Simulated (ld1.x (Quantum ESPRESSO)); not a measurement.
## Configuration tests for iridium (Ir) (TM)

iridium (Ir), norm-conserving Troullier–Martins (Kleinman–Bylander form), made with ld1.x (Quantum ESPRESSO) 7.5 (PBEsol, scalar-relativistic). Core [Kr] 4d10 4f14 5s2, reference 5p6 5d7 6s2 6p0. Waves: 6s (bound): rc 1.95 bohr; 5d (bound): rc 2.25 bohr; 5p (bound): rc 1.20 bohr. Local part: the p channel. Core correction: Bessel-smoothed model core inside 0.90 bohr.

Energies are relative to the spin-unpolarised reference configuration 5p6 5d7 6s2 6p0; without spin polarisation the order of configurations can differ from experiment. Not all tests gave a result: 2 of 7 tests not solved or not reliable. Left out of the table: 5p6 5d8 6s1 6p0 (solver errors, printed error -1.8 eV); 5p6 5d6 6s2 6p0 (solver errors, printed error -1817 eV).

```
valence configuration  charge  ΔE all-electron (eV)  error AE − PS (meV)
      5p6 5d7 6s0 6p0      +2                27.424                  -31
      5p6 5d6 6s0 6p0      +3                57.997                  -15
      5p6 5d7 6s1 6p1       0                 5.385                  +11
```

What are ΔE and the potential's error for 5p6 5d8 6s0 6p0?

ΔE = 8.678 eV all-electron; the error (AE − PS) is -46 meV.

What are ΔE and the potential's error for 5p6 5d7 6s1 6p0?

ΔE = 9.928 eV all-electron; the error (AE − PS) is -29 meV.

Levels in the configuration 5p6 5d7 6s1 6p1:

```tsv
level	all-electron (eV)	pseudo (eV)
5p	-56.634	-56.665
5d	-8.954	-8.982
6s	-7.677	-7.679
6p	-2.108	-2.125
```

Note: ghost state, extra bound levels that the all-electron valence spectrum of the same l lacks: s at -7.3 eV. A true bound ghost makes a file unfit for plane-wave use.
